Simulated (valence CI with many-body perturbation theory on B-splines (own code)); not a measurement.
**E1 transitions of Mo³⁶⁺**

Calculated by valence CI with perturbative core correlation (CI+MBPT): four valence electrons over a frozen Dirac-Fock core [He], radial functions for each j: 11 s, 11 p, 9 d, 7 f, 5 g, 2 h, 1 i, with the one-electron correlation potential Σ1 (screened to all orders), the two-electron term Σ2, the three-electron term Σ3, Breit, model QED; selected single and double excitations, second order for the rest (own B-spline code, finite nucleus).

No measured spectrum was set against this ion. As an estimate, large intervals hold to a few tenths of a per cent, small ones and those within an open d or f shell to about a per cent. Among the levels kept, up to 290 cm⁻¹ of a level comes from second order outside the variational space, and about a tenth of that is noise between levels of different J, which matters for small intervals.

Lines 201 to 229 of 229 in falling wavelength, among levels below 26173 × 10³ cm⁻¹, chosen from the strongest by gf and those to the six lowest levels. Wavelengths and rates use the calculated energies. Electric multipoles are in the length gauge, E1 and E2 with the static RPA response of the core. Weak lines are less certain than strong ones. Lines between different terms over intervals too small for the method are left out, as are lines whose strength nearly cancels. The highest levels of a list are the least certain.

Levels are named by their leading jj configuration (3d3/2^4 stands for four electrons in 3d with j = 3/2), which in mixed levels can hold well under half, so a name can repeat and another be missing. Letters in brackets count levels of one name in rising energy.

```tsv
λ vac (nm)	Upper	Lower	A (s⁻¹)	log gf	Branch %
0.4100	(2s 2p1/2 2p3/2 3p1/2) J=2 [b]	(2s^2 2p1/2 2p3/2) J=2	1.37e+13	-0.76	83.7
0.4091	(2s 2p1/2 2p3/2 3p3/2) J=2 [a]	(2s^2 2p1/2 2p3/2) J=2	1.02e+12	-1.89	2.8
0.4085	(2s 2p1/2 2p3/2 3p3/2) J=1 [a]	(2s^2 2p1/2 2p3/2) J=1	3.31e+13	-0.60	96.8
0.4083	(2s 2p1/2 2p3/2 3p1/2) J=2 [b]	(2s^2 2p1/2 2p3/2) J=1	2.31e+12	-1.54	14.2
0.4074	(2s 2p1/2 2p3/2 3p3/2) J=2 [a]	(2s^2 2p1/2 2p3/2) J=1	3.49e+13	-0.36	95.6
0.4070	(2s 2p1/2 2p3/2 3p1/2) J=2 [c]	(2s^2 2p1/2 2p3/2) J=2	3.82e+13	-0.32	97.8
0.4068	(2s 2p1/2 2p3/2 3p3/2) J=2 [b]	(2s^2 2p1/2 2p3/2) J=2	6.56e+12	-1.09	46.7
0.4066	(2s 2p1/2 2p3/2 3p3/2) J=0 [a]	(2s^2 2p1/2 2p3/2) J=1	3.45e+13	-1.07	99.0
0.4059	(2s 2p1/2 2p3/2 3p3/2) J=1 [b]	(2s^2 2p1/2 2p3/2) J=2	6.38e+13	-0.33	88.6
0.4058	(2s 2p1/2 2p3/2 3p3/2) J=3 [b]	(2s^2 2p1/2 2p3/2) J=2	3.38e+13	-0.23	96.3
0.4055	(2s 2p1/2^2 3p3/2) J=1	(2s^2 2p1/2^2) J=0	5.46e+13	-0.39	98.7
0.4053	(2s 2p1/2 2p3/2 3p1/2) J=2 [c]	(2s^2 2p1/2 2p3/2) J=1	2.98e+11	-2.43	0.8
0.4051	(2s 2p1/2 2p3/2 3p3/2) J=2 [b]	(2s^2 2p1/2 2p3/2) J=1	4.56e+12	-1.25	32.5
0.4051	(2s 2p1/2 2p3/2 3p1/2) J=1 [b]	(2s^2 2p1/2 2p3/2) J=1	6.59e+12	-1.31	57.6
0.4046	(2s 2p1/2 2p3/2 3p1/2) J=0	(2s^2 2p1/2 2p3/2) J=1	4.09e+13	-1.00	98.9
0.4043	(2s 2p1/2 2p3/2 3p3/2) J=1 [b]	(2s^2 2p1/2 2p3/2) J=1	7.09e+12	-1.28	9.9
0.4039	(2s 2p1/2 2p3/2 3p1/2) J=1 [c]	(2s^2 2p1/2 2p3/2) J=2	1.23e+13	-1.04	66.6
0.4022	(2s 2p1/2 2p3/2 3p1/2) J=1 [c]	(2s^2 2p1/2 2p3/2) J=1	4.67e+12	-1.47	25.2
0.4020	(2s 2p1/2 2p3/2 3p3/2) J=3 [c]	(2s^2 2p1/2 2p3/2) J=2	1.84e+13	-0.51	91.6
0.4020	(2s 2p1/2 2p3/2 3p3/2) J=2 [c]	(2s^2 2p1/2 2p3/2) J=2	8.93e+12	-0.97	44.9
0.4010	(2s 2p1/2 2p3/2 3p3/2) J=1 [c]	(2s^2 2p1/2 2p3/2) J=2	8.71e+11	-2.20	4.4
0.4008	(2s 2p1/2 2p3/2 3p3/2) J=2 [d]	(2s^2 2p1/2 2p3/2) J=2	1.15e+13	-0.86	56.6
0.4004	(2s 2p1/2 2p3/2 3p3/2) J=2 [c]	(2s^2 2p1/2 2p3/2) J=1	9.39e+12	-0.95	47.2
0.3994	(2s 2p1/2 2p3/2 3p3/2) J=1 [c]	(2s^2 2p1/2 2p3/2) J=1	1.60e+13	-0.94	80.8
0.3992	(2s 2p1/2 2p3/2 3p3/2) J=2 [d]	(2s^2 2p1/2 2p3/2) J=1	8.28e+12	-1.00	40.9
0.3987	(2s 2p1/2 2p3/2 3p3/2) J=1 [d]	(2s^2 2p1/2 2p3/2) J=1	6.99e+11	-2.30	15.0
0.3919	(2s 2p1/2 2p3/2 3p1/2) J=1 [b]	(2s^2 2p1/2^2) J=0	1.29e+12	-2.05	11.3
0.3865	(2s 2p1/2 2p3/2 3p3/2) J=1 [c]	(2s^2 2p1/2^2) J=0	5.77e+11	-2.41	2.9
0.3858	(2s 2p1/2 2p3/2 3p3/2) J=1 [d]	(2s^2 2p1/2^2) J=0	1.62e+12	-1.96	34.7
```
